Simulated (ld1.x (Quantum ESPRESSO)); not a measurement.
## Reading a pseudo-wave (zirconium (Zr))

Columns: radius, all-electron u(r) and pseudo u(r) of the 4d shell (level -17.35 eV) of zirconium in the configuration [Ar] 3d10 4s2 4p6 4d2 5s0 5p0; PW91, scalar-relativistic, RRKJ scheme, ld1.x (Quantum ESPRESSO) 7.5.

```json
{"r (bohr)": "0.103", "all-electron": "0.1118", "pseudo": "-0.0015"}
{"r (bohr)": "0.205", "all-electron": "0.2865", "pseudo": "-0.0115"}
{"r (bohr)": "0.308", "all-electron": "0.3284", "pseudo": "-0.0373"}
{"r (bohr)": "0.410", "all-electron": "0.2491", "pseudo": "-0.0823"}
{"r (bohr)": "0.513", "all-electron": "0.1058", "pseudo": "-0.1478"}
{"r (bohr)": "0.615", "all-electron": "-0.0553", "pseudo": "-0.2290"}
{"r (bohr)": "0.718", "all-electron": "-0.2124", "pseudo": "-0.3211"}
{"r (bohr)": "0.820", "all-electron": "-0.3504", "pseudo": "-0.4145"}
{"r (bohr)": "0.923", "all-electron": "-0.4672", "pseudo": "-0.5033"}
{"r (bohr)": "1.025", "all-electron": "-0.5598", "pseudo": "-0.5798"}
{"r (bohr)": "1.128", "all-electron": "-0.6308", "pseudo": "-0.6420"}
{"r (bohr)": "1.230", "all-electron": "-0.6811", "pseudo": "-0.6875"}
{"r (bohr)": "1.332", "all-electron": "-0.7145", "pseudo": "-0.7179"}
{"r (bohr)": "1.435", "all-electron": "-0.7336", "pseudo": "-0.7353"}
{"r (bohr)": "1.538", "all-electron": "-0.7409", "pseudo": "-0.7415"}
{"r (bohr)": "1.640", "all-electron": "-0.7387", "pseudo": "-0.7388"}
{"r (bohr)": "1.743", "all-electron": "-0.7290", "pseudo": "-0.7290"}
{"r (bohr)": "1.845", "all-electron": "-0.7137", "pseudo": "-0.7137"}
{"r (bohr)": "1.948", "all-electron": "-0.6937", "pseudo": "-0.6937"}
{"r (bohr)": "2.050", "all-electron": "-0.6707", "pseudo": "-0.6707"}
{"r (bohr)": "2.153", "all-electron": "-0.6450", "pseudo": "-0.6450"}
{"r (bohr)": "2.255", "all-electron": "-0.6180", "pseudo": "-0.6180"}
{"r (bohr)": "2.358", "all-electron": "-0.5897", "pseudo": "-0.5897"}
{"r (bohr)": "2.460", "all-electron": "-0.5612", "pseudo": "-0.5612"}
{"r (bohr)": "2.562", "all-electron": "-0.5326", "pseudo": "-0.5326"}
{"r (bohr)": "2.665", "all-electron": "-0.5039", "pseudo": "-0.5039"}
```

Problem. How many radial nodes do the two functions have?

Solution. The all-electron 4d function has n − l − 1 = 1; the pseudo-wave has 0, since the states of the same l below it are removed with the core.

Problem. At about which radius was the pseudo-wave matched?

Solution. 1.90 bohr. The columns agree to 0.0005 from 1.64 bohr on; several derivatives are matched, so the curves merge somewhat inside the radius.

Problem. Where does each function peak?

Solution. Outermost all-electron maximum near 1.54 bohr, pseudo maximum near 1.54 bohr (to the table’s step).

Problem. Is the pseudo-wave norm-conserving?

Solution. Yes: the RRKJ scheme keeps the norm inside the radius equal to the all-electron one, which fixes the energy derivative of the logarithmic derivative at the level.
